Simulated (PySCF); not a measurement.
# SbCl⁺: energy against distance

Set-up: basis Sb cc-pVTZ-PP with ECP28, Cl cc-pV(T+d)Z; scalar-relativistic core potentials; PySCF 2.14. Energies in eV from Sb⁺ + Cl in their ground configurations at the same level. State: ²Π (doublet), unpaired electrons π ↑.

```
R (Å)    PBE0
1.933  -2.087
2.023  -2.975
2.113  -3.448
2.181  -3.610
2.248  -3.649
2.315  -3.597
2.405  -3.426
2.518  -3.106
2.653  -2.639
2.833  -1.976
```

Question: Put a parabola through the three lowest points of the PBE0 curve and estimate Re, k and ωe (reduced mass 27.12 u; 1 eV/Å² = 0.16022 mdyn/Å; ωe = 1302.8·√(k/μ) cm⁻¹).

Answer: Through R = 2.181, 2.248, 2.315 Å the second-order coefficient is 10.1 eV/Å², so Re ≈ 2.243 Å, k ≈ 3.25 mdyn/Å and ωe ≈ 451 cm⁻¹. A polynomial fit of higher order to the unrounded PBE0 energies gives Re = 2.240 Å, k = 3.31 mdyn/Å, ωe = 455 cm⁻¹; anharmonicity and rounding make the difference.

The higher-order fit for each curve: PBE0: Re = 2.240 Å, ωe = 455 cm⁻¹, De = 3.65 eV.

These are scalar-relativistic numbers at best; spin–orbit coupling would shift them, the dissociation energy most. For an ion De counts to the pair picked by the measured ionisation energies or electron affinities, which need not be the lowest pair at this level. The state was picked by a PBE0 search and need not be the measured ground state.
